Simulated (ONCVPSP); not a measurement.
**Reading a pseudo-wave (C)**

Columns: radius, all-electron u(r) and pseudo u(r) of the 2p shell (level -5.29 eV) of carbon in the configuration [He] 2s2 2p2; PBE, non-relativistic, ONCV scheme, ONCVPSP 4.0.1.

| r (bohr) | all-electron | pseudo |
| --- | --- | --- |
| 0.098 | 0.0457 | 0.0206 |
| 0.195 | 0.1394 | 0.0783 |
| 0.292 | 0.2457 | 0.1653 |
| 0.390 | 0.3487 | 0.2710 |
| 0.488 | 0.4398 | 0.3817 |
| 0.585 | 0.5155 | 0.4846 |
| 0.682 | 0.5773 | 0.5722 |
| 0.780 | 0.6266 | 0.6403 |
| 0.878 | 0.6631 | 0.6871 |
| 0.975 | 0.6877 | 0.7142 |
| 1.072 | 0.7024 | 0.7260 |
| 1.170 | 0.7085 | 0.7266 |
| 1.268 | 0.7075 | 0.7195 |
| 1.365 | 0.7008 | 0.7077 |
| 1.463 | 0.6894 | 0.6928 |
| 1.560 | 0.6745 | 0.6758 |
| 1.658 | 0.6566 | 0.6571 |
| 1.755 | 0.6369 | 0.6370 |
| 1.852 | 0.6158 | 0.6158 |
| 1.950 | 0.5934 | 0.5934 |
| 2.047 | 0.5707 | 0.5707 |
| 2.145 | 0.5474 | 0.5474 |
| 2.242 | 0.5244 | 0.5244 |
| 2.340 | 0.5013 | 0.5013 |
| 2.438 | 0.4786 | 0.4786 |
| 2.535 | 0.4566 | 0.4566 |

Task: How many radial nodes do the two functions have?

Result: The all-electron 2p function has n − l − 1 = 0; the pseudo-wave has 0.

Task: At about which radius was the pseudo-wave matched?

Result: 1.95 bohr. The columns agree to 0.0005 from 1.75 bohr on; several derivatives are matched, so the curves merge somewhat inside the radius.

Task: Is the pseudo-wave norm-conserving?

Result: Yes: the ONCV scheme keeps the norm inside the radius equal to the all-electron one, which fixes the energy derivative of the logarithmic derivative at the level.
